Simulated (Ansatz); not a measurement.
Ansatz (an electronic-structure program) input (CCSD(T)/def2-SVPD):

Ansatz 0.2 input:
```yaml
crystal:
  periodic: [false, false, false]
  atoms:
    - {symbol: Cd, position_ang: [-0.00000000, -0.00000000, -0.99187572]}
    - {symbol: Se, position_ang: [0.00000000, 0.00000000, 1.40029513]}
basis:
  gaussian:
    orbitals: def2-SVPD
magnetization: {spin_polarized: false}
correlation: {method: ccsd_t, electrons: outside_noble_gas}
output: {forces: true}
```

End of the output:

```
mean field evaluation 2: about -69832.3056 eV, gradient 2.2e1 eV
mean field evaluation 4: about -69834.1597 eV, gradient 1.7e0 eV
mean field evaluation 8: about -69834.1716 eV, gradient 1.7e-1 eV
mean field evaluation 16: about -69833.0186 eV, gradient 2.0e1 eV
mean field evaluation 32: about -69830.3188 eV, gradient 5.1e-4 eV
mean field evaluation 64: about -69830.3188 eV, gradient 9.0e-4 eV
mean field -69834.17183150 eV, -2566.3584795057 hartree, gradient 2.6e-6 eV, S^2 0.000000; 3 other end points of the search recorded, 0 dependent functions left out; unrestricted orbitals would lower it
mean field evaluation 96: about -69834.1974 eV, gradient 8.0e0 eV
determinant -69834.17183150 eV, -2566.3584795057 hartree, with singles and doubles -69845.15111420 eV, -2566.7619607029 hartree
determinant -69830.31884789 eV, -2566.2168849697 hartree, with singles and doubles -69841.15665097 eV, -2566.6151668867 hartree
18 core orbitals not correlated
reference -69834.17183150 eV, -2566.3584795057 hartree; 9, 9 occupied and 48, 48 virtual orbitals, 725 factors
densities: 0.18 GiB planned
second order -11.01643764 eV of doubles, -0.00000000 eV of singles
coupled cluster: 0.14 GiB planned
cycle   1  -10.98082486 eV  change   -1.5e-3 eV  update   5.2e-4
cycle   2  -10.98072922 eV  change    9.6e-5 eV  update   2.6e-4
cycle   3  -10.98076383 eV  change   -3.5e-5 eV  update   1.3e-4
cycle   4  -10.98082012 eV  change   -5.6e-5 eV  update   3.2e-5
cycle   5  -10.98085135 eV  change   -3.1e-5 eV  update   1.1e-5
cycle   6  -10.98085307 eV  change   -1.7e-6 eV  update   3.4e-6
cycle   7  -10.98085661 eV  change   -3.5e-6 eV  update   1.3e-6
cycle   8  -10.98085672 eV  change   -1.0e-7 eV  update   7.2e-7
coupled cluster: 0.14 GiB planned
perturbative correction -0.38062934 eV, -0.0139878701 hartree
the calculation of the forces begins
Total energy: -69845.53331755 eV, -2566.7760064170 hartree
Atom 0 at    -0.000000    -0.000000    -0.991876 Å, force    -0.000000    -0.000000    -0.194600 eV/Å
Atom 1 at     0.000000     0.000000     1.400295 Å, force     0.000000     0.000000     0.194600 eV/Å
Dipole moment:    -0.000000    -0.000000    -1.184145 e Å
```
